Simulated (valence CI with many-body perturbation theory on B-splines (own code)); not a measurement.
Forbidden lines of Os³⁶⁺

Method: configuration interaction combined with many-body perturbation theory (CI+MBPT): four valence electrons over a frozen Dirac-Fock core [Kr], radial functions for each j: 9 s, 9 p, 10 d, 8 f, 5 g, 3 h, 1 i, with the one-electron correlation potential Σ1, the two-electron term Σ2, the three-electron term Σ3, Breit, model QED; selected CI, second order for the rest (own B-spline code, finite nucleus).

The last digits are not significant, and no measured levels were compared; by estimate large intervals hold to a few tenths of a per cent, small ones and those within an open d or f shell to about a per cent. Only levels of the ground parity were solved; by the run's estimate the other parity begins above the list, which can be wrong where configurations are misplaced.

Lines 51 to 100 of 120 in falling wavelength, among levels below 832050 cm⁻¹, chosen from the decays that carry over 1 % of a level's rate. Wavelengths and rates use the calculated energies. Electric multipoles are in the length gauge, E1 and E2 with the static RPA response of the core. S is in atomic units (e²a₀⁴ for E2 and M2, e²a₀⁶ for E3), for M1 in squared Bohr magnetons. Weak lines are less certain than strong ones. Lines between different terms over intervals too small for the method are left out, as are lines whose strength nearly cancels. The highest levels of a list are the least certain.

Levels are named by their leading jj configuration (3d3/2^4 stands for four electrons in 3d with j = 3/2), which in mixed levels can hold well under half, so a name can repeat and another be missing. Letters in brackets count levels of one name in rising energy.

```csv
λ vac (Å),Upper,Lower,Type,A (s⁻¹),S (a.u.)
592.4,(4d3/2^2 4d5/2^2) J=6,(4d3/2^3 4d5/2) J=4,E2,6.89e+00,5.84e-03
590.1,(4d3/2 4d5/2^3) J=3 [a],(4d3/2^2 4d5/2^2) J=3 [a],M1,6.88e+04,3.67e+00
584.1,(4d3/2 4d5/2^3) J=4 [a],(4d3/2^2 4d5/2^2) J=4 [a],M1,1.17e+05,7.79e+00
581.8,(4d3/2 4d5/2^3) J=4 [b],(4d3/2^2 4d5/2^2) J=4 [c],M1,3.13e+04,2.06e+00
580.4,(4d3/2^2 4d5/2^2) J=2 [b],(4d3/2^3 4d5/2) J=3,M1,3.27e+02,1.19e-02
580.0,(4d3/2^2 4d5/2^2) J=2 [a],(4d3/2^3 4d5/2) J=1,M1,1.06e+05,3.82e+00
575.5,(4d3/2 4d5/2^3) J=5,(4d3/2^2 4d5/2^2) J=5,M1,2.59e+04,2.01e+00
573.3,(4d3/2 4d5/2^3) J=2 [a],(4d3/2^2 4d5/2^2) J=3 [b],M1,4.62e+04,1.61e+00
570.3,(4d3/2 4d5/2^3) J=3 [b],(4d3/2^2 4d5/2^2) J=2 [b],M1,2.04e+04,9.83e-01
569.2,(4d5/2^4) J=4,(4d3/2 4d5/2^3) J=5,M1,3.17e+04,1.95e+00
565.3,(4d5/2^4) J=2,(4d3/2 4d5/2^3) J=3 [b],M1,2.06e+04,6.89e-01
562.0,(4d3/2 4d5/2^3) J=6,(4d3/2^2 4d5/2^2) J=5,M1,4.37e+04,3.74e+00
561.0,(4d3/2^2 4d5/2^2) J=3 [b],(4d3/2^3 4d5/2) J=2,M1,1.89e+03,8.66e-02
558.1,(4d3/2 4d5/2^3) J=3 [b],(4d3/2^2 4d5/2^2) J=4 [b],M1,1.51e+04,6.83e-01
557.3,(4d3/2 4d5/2^3) J=1 [b],(4d3/2^2 4d5/2^2) J=2 [c],M1,4.12e+04,7.92e-01
556.1,(4d3/2 4d5/2^3) J=3 [a],(4d3/2^2 4d5/2^2) J=2 [a],M1,1.07e+05,4.75e+00
556.0,(4d3/2 4d5/2^3) J=3 [c],(4d3/2^2 4d5/2^2) J=2 [c],M1,2.89e+04,1.29e+00
552.5,(4d3/2 4d5/2^3) J=3 [b],(4d3/2^2 4d5/2^2) J=3 [b],M1,4.40e+04,1.93e+00
550.9,(4d3/2^2 4d5/2^2) J=3 [b],(4d3/2^3 4d5/2) J=4,M1,4.09e+04,1.77e+00
546.2,(4d3/2^3 4d5/2) J=2,(4d3/2^4) J=0,E2,4.33e+01,9.40e-03
545.3,(4d3/2^2 4d5/2^2) J=4 [b],(4d3/2^3 4d5/2) J=4,M1,4.95e+02,2.68e-02
545.0,(4d5/2^4) J=2,(4d3/2 4d5/2^3) J=2 [a],M1,6.71e+04,2.01e+00
543.7,(4d3/2^2 4d5/2^2) J=2 [b],(4d3/2^3 4d5/2) J=2,M1,1.70e+04,5.07e-01
532.5,(4d3/2 4d5/2^3) J=2 [a],(4d3/2^2 4d5/2^2) J=1,M1,2.13e+04,5.97e-01
516.3,(4d3/2 4d5/2^3) J=5,(4d3/2^2 4d5/2^2) J=4 [a],M1,1.51e+04,8.49e-01
511.4,(4d3/2 4d5/2^3) J=1 [a],(4d3/2^2 4d5/2^2) J=2 [a],M1,9.58e+04,1.43e+00
511.2,(4d3/2 4d5/2^3) J=2 [b],(4d3/2^2 4d5/2^2) J=2 [c],M1,4.38e+04,1.08e+00
510.9,(4d5/2^4) J=4,(4d3/2 4d5/2^3) J=3 [a],M1,8.14e+04,3.62e+00
504.6,(4d5/2^4) J=4,(4d3/2 4d5/2^3) J=4 [a],M1,1.26e+05,5.39e+00
500.2,(4d3/2 4d5/2^3) J=1 [a],(4d3/2^2 4d5/2^2) J=0 [a],M1,9.00e+04,1.25e+00
471.4,(4d3/2^2 4d5/2^2) J=2 [c],(4d3/2^3 4d5/2) J=3,M1,8.29e+04,1.61e+00
469.9,(4d5/2^4) J=2,(4d3/2 4d5/2^3) J=1 [a],M1,9.47e+04,1.82e+00
467.7,(4d5/2^4) J=0,(4d3/2 4d5/2^3) J=1 [b],M1,2.45e+05,9.29e-01
466.2,(4d3/2 4d5/2^3) J=2 [a],(4d3/2^2 4d5/2^2) J=3 [a],M1,4.39e+04,8.25e-01
456.1,(4d3/2 4d5/2^3) J=1 [b],(4d3/2^2 4d5/2^2) J=2 [b],M1,3.16e+03,3.33e-02
452.3,(4d3/2 4d5/2^3) J=3 [b],(4d3/2^2 4d5/2^2) J=3 [a],M1,1.31e+04,3.14e-01
450.8,(4d3/2 4d5/2^3) J=0,(4d3/2^2 4d5/2^2) J=1,M1,7.44e+04,2.53e-01
447.5,(4d3/2 4d5/2^3) J=3 [c],(4d3/2^2 4d5/2^2) J=4 [b],M1,4.68e+03,1.09e-01
446.9,(4d3/2^2 4d5/2^2) J=2 [c],(4d3/2^3 4d5/2) J=2,M1,2.59e+04,4.29e-01
443.9,(4d3/2 4d5/2^3) J=3 [b],(4d3/2^2 4d5/2^2) J=4 [a],M1,1.54e+04,3.49e-01
443.4,(4d3/2^2 4d5/2^2) J=4 [c],(4d3/2^3 4d5/2) J=3,M1,2.77e+04,8.04e-01
437.6,(4d5/2^4) J=2,(4d3/2 4d5/2^3) J=3 [a],M1,6.78e+04,1.05e+00
437.6,(4d3/2^2 4d5/2^2) J=2 [b],(4d3/2^3 4d5/2) J=1,M1,4.39e+03,6.82e-02
433.3,(4d3/2 4d5/2^3) J=4 [b],(4d3/2^2 4d5/2^2) J=3 [b],M1,3.25e+04,8.83e-01
432.0,(4d3/2 4d5/2^3) J=3 [b],(4d3/2^2 4d5/2^2) J=2 [a],M1,2.92e+03,6.10e-02
424.7,(4d3/2 4d5/2^3) J=2 [b],(4d3/2^2 4d5/2^2) J=2 [b],M1,3.43e+03,4.87e-02
419.7,(4d3/2 4d5/2^3) J=1 [b],(4d3/2^2 4d5/2^2) J=1,M1,2.13e+04,1.75e-01
414.8,(4d3/2 4d5/2^3) J=2 [b],(4d3/2^2 4d5/2^2) J=3 [b],M1,1.09e+04,1.45e-01
393.0,(4d3/2 4d5/2^3) J=2 [b],(4d3/2^2 4d5/2^2) J=1,M1,2.07e+04,2.33e-01
392.0,(4d3/2 4d5/2^3) J=4 [b],(4d3/2^2 4d5/2^2) J=5,M1,4.32e+04,8.67e-01
```
